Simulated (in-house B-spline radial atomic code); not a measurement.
Fe⁸⁺. Computed with a B-spline radial atomic code. Model: all-electron spherical atom, spin shells full or empty, radial basis limit, no spin-orbit coupling, Breit or QED, empty-state partial waves extrapolated as (l+1/2)^-4, RPA, G0W0 and static COHSEX of the highest shell as one setting changes (uncorrelated shells keep exact exchange).

Given: element Fe; charge 8; filled core Ne; hamiltonian one-electron scalar X2C; mean-field start PBE; highest l of empty states 9; nuclear rms radius 3.7377 fm; highest mean-field shell 3p.

Shell: 3s 1 1, 3p 3 3 (electrons up and down).

```
lowest nl shells left uncorrelated  RPA correlation energy (hartree)  G0W0 level (eV)  G0W0 minus most complete (meV)  COHSEX level (eV)  linearised minus solved G0W0 (meV)
                                 0                           -1.2911          -234.39                               0            -238.99                                 -16
                                 1                                 ?                ?                               ?                  ?                                   ?
                                 2                                 ?                ?                               ?                  ?                                   ?
                                 3                          -0.54559          -234.18                           208.8            -238.65                               -15.7
                                 4                          -0.40079           -235.6                         -1203.7            -239.73                                11.3
```

Problem. What follows for lowest nl shells left uncorrelated = 2?

Solution. RPA correlation energy -0.9865 hartree; G0W0 level -234.36 eV; G0W0 minus most complete 32 meV; COHSEX level -239 eV; linearised minus solved G0W0 -16 meV.

Problem. What follows for lowest nl shells left uncorrelated = 1?

Solution. RPA correlation energy -1.1458 hartree; G0W0 level -234.38 eV; G0W0 minus most complete 12.2 meV; COHSEX level -238.99 eV; linearised minus solved G0W0 -16 meV.
